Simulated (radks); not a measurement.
The numbers below are computed, except where a source is named.
Species: the palladium ion Pd+. Configuration: [Kr] 4d8 5s1 (not the ground configuration).

Code: a radial shooting solver on a logarithmic mesh with Libxc functionals. Model: scalar-relativistic Kohn-Sham, PBEsol, spin-polarised, spherical densities, point nucleus; open shells are filled with parallel spins first (spin-orbit coupling, left out, can overturn this in heavy ions).

Energy parts (hartree):
total: -5042.97514
kinetic: 5230.56378
electron-nucleus: -12164.00186
Hartree: 2031.34985
exchange-correlation: -140.88691

Orbitals (lengths in bohr, moments of r in powers of bohr; r(90%) holds 90 % of the orbital's charge):
| orbital | occ. | eigenvalue (hartree) | r(90%) |
|---|---|---|---|
| 1s up | 1 | -888.1670 | 0.0572 |
| 1s down | 1 | -888.1659 | 0.0572 |
| 2s up | 1 | -130.1893 | 0.214 |
| 2s down | 1 | -130.1765 | 0.214 |
| 2p up | 3 | -116.8019 | 0.196 |
| 2p down | 3 | -116.7919 | 0.196 |
| 3s up | 1 | -23.94187 | 0.559 |
| 3s down | 1 | -23.93390 | 0.559 |
| 3p up | 3 | -19.54344 | 0.571 |
| 3p down | 3 | -19.53457 | 0.571 |
| 3d up | 5 | -12.55388 | 0.567 |
| 3d down | 5 | -12.54134 | 0.567 |
| 4s up | 1 | -3.72853 | 1.37 |
| 4s down | 1 | -3.67579 | 1.37 |
| 4p up | 3 | -2.46692 | 1.53 |
| 4p down | 3 | -2.41153 | 1.53 |
| 4d up | 5 | -0.68600 | 2.24 |
| 4d down | 3 | -0.62475 | 2.23 |
| 5s up | 1 | -0.48179 | 4.02 |
| 5s down | 0 | -0.42289 | 4.13 |

The highest occupied level is 5s up at -13.110 eV. Spin moment in Bohr magnetons: 3. The density falls to 0.001 e/bohr^3 at r = 3.96 bohr. Summed over all electrons, <r^2> = 39.84 bohr^2, which gives a Langevin (diamagnetic) susceptibility term of -31.6 x 10^-6 cm^3/mol.
